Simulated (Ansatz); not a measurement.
Ansatz (an electronic-structure program) input (CCSD(T)/aug-cc-pVDZ):

Ansatz 0.2 input:
```yaml
crystal:
  periodic: [false, false, false]
  atoms:
    - {symbol: C, position_ang: [-0.98678709, -1.03445055, -0.57141911]}
    - {symbol: C, position_ang: [0.23494324, -0.12708349, -0.53220193]}
    - {symbol: C, position_ang: [1.51139652, -0.86176702, -0.09731089]}
    - {symbol: C, position_ang: [0.03264477, 1.07922693, 0.35474154]}
    - {symbol: O, position_ang: [-0.96096491, 1.32087294, 0.98859726]}
    - {symbol: H, position_ang: [-1.18955169, -1.44910212, 0.41713847]}
    - {symbol: H, position_ang: [-1.87546212, -0.48709159, -0.88436886]}
    - {symbol: H, position_ang: [-0.82498958, -1.86191599, -1.26379133]}
    - {symbol: H, position_ang: [0.42112651, 0.28673450, -1.53365566]}
    - {symbol: H, position_ang: [1.74532745, -1.66297410, -0.79889901]}
    - {symbol: H, position_ang: [2.37033770, -0.18884560, -0.05706659]}
    - {symbol: H, position_ang: [1.38122391, -1.30610074, 0.89168198]}
    - {symbol: H, position_ang: [0.90652256, 1.76675683, 0.39732543]}
basis:
  gaussian:
    orbitals: aug-cc-pVDZ
magnetization: {spin_polarized: false}
correlation: {method: ccsd_t, electrons: outside_noble_gas}
output: {forces: true}
```

Output:

```
Functional definition: HF
integrals: 0.82 GiB planned
1843 factors; integrals over basis functions are off by at most 6.9e-4 eV
mean field: 0.94 GiB planned
mean field evaluation 1: about -6281.2902 eV, gradient 4.4e1 eV
mean field evaluation 2: about -6281.3168 eV, gradient 4.4e1 eV
mean field evaluation 4: about -6286.1990 eV, gradient 5.6e0 eV
mean field evaluation 8: about -6286.2985 eV, gradient 4.5e-1 eV
mean field evaluation 16: about -6285.0203 eV, gradient 2.5e1 eV
mean field -6286.30027296 eV, -231.0172740238 hartree, gradient 5.1e-6 eV, S^2 0.000000; 0 other end points of the search recorded, 0 dependent functions left out
5 core orbitals not correlated
reference -6286.30027296 eV, -231.0172740238 hartree; 15, 15 occupied and 167, 167 virtual orbitals, 1843 factors
too little memory for Intel AMX tiles; the run may be slower
densities: 5.27 GiB planned
second order -21.15958863 eV of doubles, -0.00000000 eV of singles
coupled cluster: 2.67 GiB planned
cycle   1  -21.81947519 eV  change   -6.6e-1 eV  update   1.1e-1
cycle   2  -22.39280670 eV  change   -5.7e-1 eV  update   3.4e-2
cycle   3  -22.55301013 eV  change   -1.6e-1 eV  update   1.8e-2
cycle   4  -22.54966137 eV  change    3.3e-3 eV  update   4.5e-3
cycle   5  -22.54901616 eV  change    6.5e-4 eV  update   2.0e-3
cycle   6  -22.54960559 eV  change   -5.9e-4 eV  update   6.5e-4
cycle   7  -22.54939233 eV  change    2.1e-4 eV  update   2.5e-4
cycle   8  -22.54931948 eV  change    7.3e-5 eV  update   8.9e-5
cycle   9  -22.54933525 eV  change   -1.6e-5 eV  update   4.4e-5
cycle  10  -22.54934070 eV  change   -5.4e-6 eV  update   2.2e-5
cycle  11  -22.54932266 eV  change    1.8e-5 eV  update   1.4e-5
cycle  12  -22.54933062 eV  change   -8.0e-6 eV  update   8.1e-6
cycle  13  -22.54933246 eV  change   -1.8e-6 eV  update   3.4e-6
perturbative correction -0.79507565 eV, -0.0292184911 hartree
the calculation of the forces begins
Total energy: -6309.64468106 eV, -231.8751651983 hartree
Atom 0 at    -0.986787    -1.034451    -0.571419 Å, force     0.064653     0.056171     0.034426 eV/Å
Atom 1 at     0.234943    -0.127083    -0.532202 Å, force     0.054386    -0.109602    -0.061451 eV/Å
Atom 2 at     1.511397    -0.861767    -0.097311 Å, force    -0.146673     0.061714    -0.025307 eV/Å
Atom 3 at     0.032645     1.079227     0.354742 Å, force     1.172819    -0.212061    -0.658371 eV/Å
Atom 4 at    -0.960965     1.320873     0.988597 Å, force    -1.514256     0.348809     0.952743 eV/Å
Atom 5 at    -1.189552    -1.449102     0.417138 Å, force    -0.079670    -0.183972     0.458173 eV/Å
Atom 6 at    -1.875462    -0.487092    -0.884369 Å, force    -0.397631     0.252293    -0.149827 eV/Å
Atom 7 at    -0.824990    -1.861916    -1.263791 Å, force     0.083854    -0.364852    -0.316550 eV/Å
Atom 8 at     0.421127     0.286735    -1.533656 Å, force     0.066745     0.162846    -0.397721 eV/Å
Atom 9 at     1.745327    -1.662974    -0.798899 Å, force     0.107038    -0.360417    -0.321547 eV/Å
Atom 10 at     2.370338    -0.188846    -0.057067 Å, force     0.379228     0.310512     0.010506 eV/Å
Atom 11 at     1.381224    -1.306101     0.891682 Å, force    -0.072411    -0.197533     0.458511 eV/Å
Atom 12 at     0.906523     1.766757     0.397325 Å, force     0.281917     0.236090     0.016415 eV/Å
Dipole moment:     0.404195    -0.215684    -0.324903 e Å
```
